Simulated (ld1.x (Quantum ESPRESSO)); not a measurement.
# Ranking TM semilocal potentials for Pb (Z = 82)

All share these settings but for the change named:

lead, norm-conserving Troullier–Martins (semilocal form), made with ld1.x (Quantum ESPRESSO) 7.5 (PBE, scalar-relativistic). Core [Xe] 4f14, reference 5d10 6s2 6p0 (charge +2). Waves: 6s (bound): rc 1.70 bohr; 5d (bound): rc 1.45 bohr; 6p (bound, empty): rc 2.25 bohr. Local part: the p channel. Core correction: none.

Test errors are all-electron minus pseudo excitation energies from the reference, over 5d10 6s2 6p2; 5d10 6s2 6p1; 5d10 6s1 6p0; 5d10 6s2 6p1.5; 5d10 6s1 6p2; 5d10 6s1 6p3; 5d9 6s2 6p3. None of these files shows a bound ghost.

The base gives 184.5 meV.

Of 10 variants that were run, those that failed, showed a ghost or another fault, or gave nearly equal values are left out.

In the semilocal form every listed channel keeps its own potential, so the choice of the local channel does not act on these tests. It acts once the file is put into the separable form.

A variant can come out equal or close to the base, since the largest error may sit in a test that the change hardly touches while other tests move.

(1) Rank these variants by their largest absolute test error, smallest first.
A. core correction a·sin(br)/r model core inside 0.68 bohr
B. wave 6p (bound): rc 2.25 bohr becomes 6p (bound): rc 1.82 bohr
C. local potential the d channel

Answers

(1) B (41.0 meV), C (184.5 meV), A (247.8 meV).
